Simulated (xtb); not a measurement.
Cl$_{3}$Si (SMILES Cl[Si](Cl)Cl), doublet, geometry from GFN2-xTB; GFN2-xTB with GBSA(methanol) run with xtb.

Input for xtb:
```
$ xtb mol.xyz --gfn 2 --uhf 1 --gbsa methanol --json

# file mol.xyz
4

Si     0.30534902     0.30108305     0.30322167
Cl    -0.85134863    -0.87589088     1.47732074
Cl     1.47133362    -0.85554212    -0.88186222
Cl    -0.87144888     1.48348225    -0.84517049
```

Task: Predict the main parts of the log of this xtb run.

Result: 
```
   ID    Z sym.   atoms
    1   14 Si     1
    2   17 Cl     2-4

           -------------------------------------------------
          |                Calculation Setup                |
           -------------------------------------------------

           -------------------------------------------------
          |                 G F N 2 - x T B                 |
           -------------------------------------------------

      * Solvation model:               GBSA
        Solvent                        methanol
        Parameter file                 internal GFN2-xTB/GBSA
        Dielectric constant                3.2700E+01
        Reference state                gsolv [1 M gas/solution]
        Free energy shift                  3.3569E-03 Eh       2.1065E+00 kcal/mol
        Temperature                        2.9815E+02 K
        Density                            7.9200E-01 kg/L
        Solvent mass                       3.2040E+01 g/mol
        Interaction kernel             Still
        Born radius scaling (c1)           1.6087E+00
        Born radii integrator          GBOBC
        Born offset                        5.6550E-04 a0       1.0686E-03 AA
        H-bond correction              true
        Ion screening                  false
        Surface tension                    1.0000E-05 Eh       1.5569E+01 dyn/cm
        Grid points                               230 per atom

          ...................................................
          :                      SETUP                      :
          :.................................................:
          :  # basis functions                  40          :
          :  # atomic orbitals                  36          :
          :  # shells                           12          :
          :  # electrons                        25          :
          :  max. iterations                   250          :
          :  Hamiltonian                  GFN2-xTB          :
          :  restarted?                      false          :
          :  GBSA solvation                   true          :
          :  PC potential                    false          :
          :  electronic temp.          300.0000000     K    :
          :  accuracy                    1.0000000          :
          :  -> integral cutoff          0.2500000E+02      :
          :  -> integral neglect         0.1000000E-07      :
          :  -> SCF convergence          0.1000000E-05 Eh   :
          :  -> wf. convergence          0.1000000E-03 e    :
          :  Broyden damping             0.4000000          :
          :  net charge                          0          :
          :  unpaired electrons                  1          :
          ...................................................

 iter      E             dE          RMSdq      gap      omega  full diag
   1    -15.4422849 -0.154423E+02  0.666E+00    4.04       0.0  T
   2    -15.4672081 -0.249231E-01  0.287E+00    3.98       1.0  T
   3    -15.4682473 -0.103923E-02  0.162E+00    4.06       1.0  T
   4    -15.4709600 -0.271275E-02  0.588E-01    4.05       1.0  T
   5    -15.4595197  0.114403E-01  0.225E+00    4.09       1.0  T
   6    -15.4698491 -0.103294E-01  0.828E-01    4.07       1.0  T
   7    -15.4709742 -0.112514E-02  0.484E-01    4.07       1.0  T
   8    -15.4715395 -0.565330E-03  0.916E-03    4.06       5.5  T
   9    -15.4715395  0.254820E-08  0.471E-03    4.06      10.6  T
  10    -15.4715396 -0.540054E-07  0.874E-04    4.06      57.2  T
  11    -15.4715396 -0.760012E-09  0.802E-04    4.06      62.3  T

   *** convergence criteria satisfied after 11 iterations ***

         :::::::::::::::::::::::::::::::::::::::::::::::::::::
         ::                     SUMMARY                     ::
         :::::::::::::::::::::::::::::::::::::::::::::::::::::
         :: total energy             -15.452218222732 Eh    ::
         :: total w/o Gsasa/hb       -15.449645586470 Eh    ::
[...]
      -------------------------------------------------------------
         1        2.0000           -1.0884418             -29.6180
         2        2.0000           -1.0689442             -29.0875
         3        2.0000           -1.0689441             -29.0874
         4        2.0000           -0.6745833             -18.3563
         5        2.0000           -0.4954711             -13.4825
         6        2.0000           -0.4954711             -13.4825
         7        2.0000           -0.4756444             -12.9429
         8        2.0000           -0.4623630             -12.5815
         9        2.0000           -0.4623630             -12.5815
        10        2.0000           -0.4528994             -12.3240
        11        2.0000           -0.4528994             -12.3240
        12        2.0000           -0.4498663             -12.2415
        13        1.0000           -0.3443909              -9.3714 (HOMO)
        14                         -0.1951255              -5.3096 (LUMO)
        15                         -0.1951255              -5.3096
        16                         -0.1601027              -4.3566
        17                         -0.0417729              -1.1367
        18                         -0.0417729              -1.1367
        19                         -0.0249171              -0.6780
        20                         -0.0089727              -0.2442
        21                         -0.0089727              -0.2442
        22                         -0.0049996              -0.1360
        23                         -0.0035421              -0.0964
        24                         -0.0035421              -0.0964
       ...                                ...                  ...
        36                          0.7285097              19.8238
      -------------------------------------------------------------
                  HL-Gap            0.1492654 Eh            4.0617 eV
             Fermi-level           -0.3334434 Eh           -9.0735 eV

     #   Z          covCN         q      C6AA      α(0)
     1  14 Si       2.412     0.505   175.982    28.924
     2  17 Cl       0.811    -0.168   104.324    15.625
     3  17 Cl       0.811    -0.168   104.323    15.625
     4  17 Cl       0.811    -0.168   104.324    15.625

 Mol. C6AA /au·bohr⁶  :       1887.257299
 Mol. C8AA /au·bohr⁸  :      93955.734299
 Mol. α(0) /au        :         75.798454

Wiberg/Mayer (AO) data.
largest (>0.10) Wiberg bond orders for each atom

 ---------------------------------------------------------------------------
     #   Z sym  total        # sym  WBO       # sym  WBO       # sym  WBO
 ---------------------------------------------------------------------------
     1  14 Si   3.429 --     3 Cl   1.143     2 Cl   1.143     4 Cl   1.143
     2  17 Cl   1.298 --     1 Si   1.143
     3  17 Cl   1.298 --     1 Si   1.143
     4  17 Cl   1.298 --     1 Si   1.143
 ---------------------------------------------------------------------------

Topologies differ in total number of bonds
Writing topology from bond orders to xtbtopo.mol

molecular dipole:
                 x           y           z       tot (Debye)
 q only:        0.371       0.366       0.369
   full:        0.034       0.034       0.034       0.149
molecular quadrupole (traceless):
                xx          xy          yy          xz          yz          zz
 q only:        0.026       1.876      -0.026       1.890       1.863      -0.000
  q+dip:        0.017       1.194      -0.017       1.202       1.185      -0.000
   full:        0.014       0.983      -0.014       0.990       0.976      -0.000

           -------------------------------------------------
          | TOTAL ENERGY              -15.452218222732 Eh   |
          | GRADIENT NORM               0.002621600426 Eh/α |
          | HOMO-LUMO GAP               4.061717693088 eV   |
           -------------------------------------------------

normal termination of xtb
```
